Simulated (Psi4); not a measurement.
H4Ge, charge +1, doublet, at a GFN2-xTB geometry (a state made from the parent by changing its charge; the spin is typed, not shown lowest).

Input for Psi4:
```
memory 2 GB

molecule mol {
1 2
Ge   -0.000000   -0.000000    0.000000
H    -0.676467   -0.627685   -1.224443
H     0.649604   -0.613791    1.245846
H    -1.221361    0.658879    0.651930
H     1.248223    0.582596   -0.673333
}

set {
  basis cc-pvtz
  reference uks
  scf_type pk
  puream true
  d_convergence 1e-8
  dft_radial_points 99
  dft_spherical_points 590
}

energy('b97m-v')
print_variables()
```

**Question.** What does this run give for the <S^2>, total energy, number of basis functions, nuclear repulsion energy?

**Answer.** 
| Item | Value |
|---|---|
| <S^2> | 0.754 |
| total energy | -2078.6152 Eh |
| number of basis functions | 99 |
| nuclear repulsion energy | 45.4595 Eh |

These values belong to the state on which the SCF converged, which isn't shown to be the lowest.
